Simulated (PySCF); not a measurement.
**First hyperpolarisability: SMILES C1=CC1=C1C=CC=C1, C₈H₆**

Molfile (atoms numbered from 1):
```
C8H6
     RDKit          3D

 14 15  0  0  0  0  0  0  0  0999 V2000
   -1.3110   -0.3607    1.1569 C   0  0  0  0  0  0  0  0  0  0  0  0
   -0.3290   -0.9427    0.4061 C   0  0  0  0  0  0  0  0  0  0  0  0
    0.0557    0.0111   -0.6210 C   0  0  0  0  0  0  0  0  0  0  0  0
    0.9995   -0.1731   -1.5750 C   0  0  0  0  0  0  0  0  0  0  0  0
    1.9995   -0.9517   -2.2227 C   0  0  0  0  0  0  0  0  0  0  0  0
    1.7550    0.2630   -2.6995 C   0  0  0  0  0  0  0  0  0  0  0  0
   -0.7607    1.1991   -0.4339 C   0  0  0  0  0  0  0  0  0  0  0  0
   -1.5784    0.9671    0.6358 C   0  0  0  0  0  0  0  0  0  0  0  0
   -1.8181   -0.8118    2.0110 H   0  0  0  0  0  0  0  0  0  0  0  0
    0.1021   -1.9355    0.5340 H   0  0  0  0  0  0  0  0  0  0  0  0
    2.5675   -1.8771   -2.2912 H   0  0  0  0  0  0  0  0  0  0  0  0
    1.9816    1.0333   -3.4338 H   0  0  0  0  0  0  0  0  0  0  0  0
   -0.7113    2.0984   -1.0478 H   0  0  0  0  0  0  0  0  0  0  0  0
   -2.3163    1.6609    1.0410 H   0  0  0  0  0  0  0  0  0  0  0  0
  1  2  2  0
  2  3  1  0
  3  4  2  3
  4  5  1  0
  5  6  2  0
  3  7  1  0
  7  8  2  0
  8  1  1  0
  6  4  1  0
  1  9  1  0
  2 10  1  0
  5 11  1  0
  6 12  1  0
  7 13  1  0
  8 14  1  0
M  END
```

Theory: quadratic response CAM-B3LYP/aug-cc-pVDZ first hyperpolarisability, Taylor convention, gas phase (PySCF 2.14.0). Geometry: PBE0-D3(BJ)/def2-SVP.

**Question.** Give β for the processes computed.

**Answer.** In 10⁻³⁰ esu, Taylor convention; the vector part is βᵢ = ⅓ Σⱼ (βᵢⱼⱼ + βⱼᵢⱼ + βⱼⱼᵢ); β∥ is 3/5 of the vector part along the dipole, the dipole points from − to +:
```csv
process,λ (nm),β vector norm,β∥,β HRS,depolarisation ratio
"static β(0;0,0)",∞,0.15,-0.09,0.38,1.54
"second harmonic β(−2ω;ω,ω)",1907,0.19,-0.12,0.41,1.56
"Pockels β(−ω;ω,0)",1907,0.16,-0.10,–,–
"second harmonic β(−2ω;ω,ω)",1064,0.37,-0.22,0.52,1.49
"Pockels β(−ω;ω,0)",1064,0.20,-0.12,–,–
```

**Question.** Which lowest excitations, dipole and polarisabilities go with it?

**Answer.** S1 4.02 eV (f = 0.024); S2 4.07 eV (f = 0.008); S3 4.37 eV (f = 0.011); dipole 4.84 D; isotropic α 101.4 au static, 102.0 au at 1907 nm, 103.5 au at 1064 nm, 104.1 au at 953.5 nm, 111.5 au at 532 nm.
